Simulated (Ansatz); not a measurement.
Geometry optimisation, Ansatz 0.2.0, RKS LDA/def2-SVP.

input.yaml

```yaml
crystal:
  periodic: [false, false, false]
  atoms:
    - { symbol: "N", position_ang: [0.5082, 1.73297, -0.93596] }
    - { symbol: Al, position_ang: [0.87586, 0.16918, -0.15745] }
    - { symbol: F, position_ang: [-0.3861, -0.74096, 0.44071] }
    - { symbol: Si, position_ang: [3.12415, -0.65999, 0.08193] }
    - { symbol: H, position_ang: [0.43748, 2.63891, -0.4888] }
    - { symbol: H, position_ang: [0.37378, 1.8898, -1.92819] }
    - { symbol: H, position_ang: [3.99497, 0.24403, 0.85907] }
    - { symbol: H, position_ang: [3.23747, -1.97033, 0.75422] }
    - { symbol: H, position_ang: [3.82344, -0.82966, -1.20719] }
basis:
  gaussian: { orbitals: def2-SVP }
hamiltonian:
  xc: lda
relax:
  f_tol: 0.015
  max_steps: 40
output:
  orbitals: {}
```

Launched with:

```bash
$ ansatz run input.yaml --threads 1 --pin off --max-ram 2048MiB --backend cpu --events-out ev --progress --plain --runs-dir out
```

**Question.** Where does it end, and by what steps?

**Answer.** The forces met the threshold. The force dipped under the threshold on the way, but the program's further checks kept it going. After 24 steps the energy has fallen by 0.427 eV; H5 moved furthest, 1.25 Å.

```json
{"step": "0", "energy less start (eV)": "0.0000", "largest force component (eV/Å)": "0.637", "accepted": "yes"}
{"step": "1", "energy less start (eV)": "-0.0566", "largest force component (eV/Å)": "0.187", "accepted": "yes"}
{"step": "2", "energy less start (eV)": "-0.0733", "largest force component (eV/Å)": "0.211", "accepted": "yes"}
{"step": "3", "energy less start (eV)": "-0.1064", "largest force component (eV/Å)": "0.320", "accepted": "yes"}
{"step": "4", "energy less start (eV)": "-0.1711", "largest force component (eV/Å)": "0.636", "accepted": "yes"}
{"step": "5", "energy less start (eV)": "-0.2719", "largest force component (eV/Å)": "0.615", "accepted": "yes"}
{"step": "6", "energy less start (eV)": "-0.3500", "largest force component (eV/Å)": "0.432", "accepted": "yes"}
{"step": "7", "energy less start (eV)": "-0.4022", "largest force component (eV/Å)": "0.185", "accepted": "yes"}
{"step": "8", "energy less start (eV)": "-0.4194", "largest force component (eV/Å)": "0.022", "accepted": "yes"}
{"step": "9", "energy less start (eV)": "-0.4203", "largest force component (eV/Å)": "0.074", "accepted": "yes"}
{"step": "10", "energy less start (eV)": "-0.4209", "largest force component (eV/Å)": "0.048", "accepted": "yes"}
{"step": "11", "energy less start (eV)": "-0.4215", "largest force component (eV/Å)": "0.017", "accepted": "yes"}
{"step": "12", "energy less start (eV)": "-0.4220", "largest force component (eV/Å)": "0.103", "accepted": "yes"}
{"step": "13", "energy less start (eV)": "-0.4231", "largest force component (eV/Å)": "0.059", "accepted": "yes"}
{"step": "14", "energy less start (eV)": "-0.4240", "largest force component (eV/Å)": "0.028", "accepted": "yes"}
{"step": "15", "energy less start (eV)": "-0.4253", "largest force component (eV/Å)": "0.048", "accepted": "yes"}
{"step": "16", "energy less start (eV)": "-0.4248", "largest force component (eV/Å)": "0.145", "accepted": "no"}
{"step": "17", "energy less start (eV)": "-0.4261", "largest force component (eV/Å)": "0.056", "accepted": "yes"}
{"step": "18", "energy less start (eV)": "-0.4261", "largest force component (eV/Å)": "0.108", "accepted": "yes"}
{"step": "19", "energy less start (eV)": "-0.4267", "largest force component (eV/Å)": "0.045", "accepted": "yes"}
{"step": "20", "energy less start (eV)": "-0.4268", "largest force component (eV/Å)": "0.049", "accepted": "yes"}
{"step": "21", "energy less start (eV)": "-0.4270", "largest force component (eV/Å)": "0.002", "accepted": "yes"}
{"step": "22", "energy less start (eV)": "-0.4270", "largest force component (eV/Å)": "0.012", "accepted": "yes"}
{"step": "23", "energy less start (eV)": "-0.4271", "largest force component (eV/Å)": "0.016", "accepted": "yes"}
{"step": "24", "energy less start (eV)": "-0.4271", "largest force component (eV/Å)": "0.012", "accepted": "yes"}
```

```xyz
9
Properties=species:S:1:pos:R:3
N 0.453 1.557 -1.107
Al 0.984 0.389 0.098
F -0.102 0.037 1.313
Si 3.153 -0.669 0.042
H -0.460 2.022 -1.105
H 1.015 1.865 -1.906
H 3.965 -0.339 1.271
H 3.037 -2.172 -0.028
H 3.945 -0.215 -1.161
```

Whether the end is a true minimum wasn't checked by a vibrational analysis.

Run time: 42 s on 1 CPU thread of a shared host.
